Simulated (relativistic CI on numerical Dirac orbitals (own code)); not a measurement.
## What each ingredient does to the levels of Nb15+

Base calculation: Dirac-Coulomb-Breit CI, orbitals from a KLI potential per configuration, model QED, unscaled Slater integrals.

Configurations in the expansion (outside the closed core [Ne]): 3s2.3p6.3d8, 3s2.3p5.3d9, 3s2.3p4.3d10, 3s.3p6.3d9, 3p6.3d10, 3s2.3p6.3d7.4s, 3s2.3p6.3d7.4p, 3s.3p5.3d10, 3s2.3p6.3d7.4d, 3s2.3p6.3d6.4s2, 3s2.3p6.3d7.4f, 3s2.3p6.3d6.4s.4p, 3s2.3p5.3d8.4s, 3s2.3p6.3d7.5s, 3s2.3p6.3d6.4p2, 3s2.3p4.3d9.4s, 3s2.3p6.3d7.5p, 3s2.3p6.3d6.4s.4d, 3s2.3p5.3d8.4p, 3s2.3p4.3d9.4p, 3s2.3p6.3d7.5d, 3s2.3p6.3d6.4p.4d, 3s2.3p6.3d7.5f, 3s2.3p6.3d7.5g, 3s2.3p5.3d7.4s2, 3s2.3p4.3d9.4d, 3s2.3p6.3d7.6s, 3s2.3p5.3d8.4d, 3s.3p5.3d9.4s, 3s2.3p6.3d6.4d2, 3s2.3p6.3d7.6p, 3s.3p6.3d8.4s, 3s2.3p5.3d7.4s.4p, 3s2.3p6.3d7.6d, 3s.3p5.3d9.4p, 3s.3p6.3d8.4p. Levels of other configurations are missing.

Variants: (1) valence Slater integrals scaled by 0.9; (2) only the first 3 configurations. Shifts of the energy above 3s2.3p6.3d8 3F_4, in cm⁻¹, for the lowest level and the first level of each name with at least 55 % of one term (blank where a level changes its place among those of its configuration and J or its character, or is not in the variant):

| Level | Base | Δ(1) | Δ(2) |
| --- | --- | --- | --- |
| 3s2.3p6.3d8 3F_4 | 0 | 0 | 0 |
| 3s2.3p6.3d8 3F_3 | 20816 | +85 | +3 |
| 3s2.3p6.3d8 3F_2 | 24964 | -1263 | +574 |
| 3s2.3p6.3d8 3P_0 | 65536 | -4771 | +673 |
| 3s2.3p6.3d8 3P_1 | 66751 | -4217 | +600 |
| 3s2.3p6.3d8 1G_4 | 80727 | -6176 | -136 |
| 3s2.3p6.3d8 1S_0 | 165645 | -12230 | +1646 |
| 3s2.3p5.3d9 3F°_4 | 1219618 | +4508 | +1442 |
| 3s2.3p5.3d9 1D°_2 | 1241137 | +3452 | +4364 |
| 3s2.3p5.3d9 3F°_3 | 1267454 | +2528 | +3024 |
| 3s2.3p5.3d9 3P°_1 | 1312966 | -2522 | +8617 |
| 3s2.3p5.3d9 3P°_0 | 1316382 | -2321 | +8331 |
| 3s2.3p5.3d9 3D°_3 | 1331844 | -3071 | +7738 |
| 3s2.3p5.3d9 3D°_1 | 1353337 | -5734 | +12668 |

At this charge energies of transitions that change n are usually good to better than 1 %, and those within a shell (Δn = 0) to a few per cent. Terms inside the open d or f shell come out 10 to 20 % too wide with unscaled integrals.

Ionisation energy from the two ground configurations alone: base 581.508 eV; valence Slater integrals scaled by 0.9 581.891 eV. The NIST ASD value (theoretical) is 581 eV.

LS names give the leading component of a level, which can be under half, so a name can repeat, a term be missing and a line seem to break the LS rules.
